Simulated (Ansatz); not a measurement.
Start from `[CH3][SnH2][SiH3]` and change one atom or group to get `[CH3][SnH2][CH3]`.

Ansatz, PBE0-D4/def2-TZVP geometries, multiplicity 1. 

Elements past krypton have def2 core potentials.

```csv
property,`[CH3][SnH2][SiH3]`
LUMO energy (B3LYP/def2-TZVPP) / eV,-0.25
zero-point energy (PBE0-D4/def2-TZVP) / kJ/mol,194.3
size of the dipole moment (ωB97M-V/def2-TZVPP) / D,0.68
LUMO energy (ωB97M-V/def2-TZVPP) / eV,1.38
HOMO–LUMO gap (PBE/def2-TZVPP) / eV,5.89
HOMO–LUMO gap (PBE0/def2-TZVPP) / eV,7.67
```

Problem. Give the same properties after the change, and the shifts. (An estimate is asked.)

Solution. Computed: 
```tsv
property	`[CH3][SnH2][CH3]`	shift
LUMO energy (B3LYP/def2-TZVPP) / eV	0.26	0.51
zero-point energy (PBE0-D4/def2-TZVP) / kJ/mol	224.3	30.0
size of the dipole moment (ωB97M-V/def2-TZVPP) / D	0.73	0.05
LUMO energy (ωB97M-V/def2-TZVPP) / eV	1.70	0.32
HOMO–LUMO gap (PBE/def2-TZVPP) / eV	6.69	0.80
HOMO–LUMO gap (PBE0/def2-TZVPP) / eV	8.55	0.88
```

With PBE0 the HOMO falls by 0.31 eV and the LUMO rises by 0.55 eV, so the gap widens by about 0.86 eV. PBE moves the HOMO by -0.19 eV and ωB97M-V by -0.49 eV. Dipoles are sizes alone; their direction can turn.

B3LYP here is the variant with VWN-RPA as its local correlation; programs differ in this.
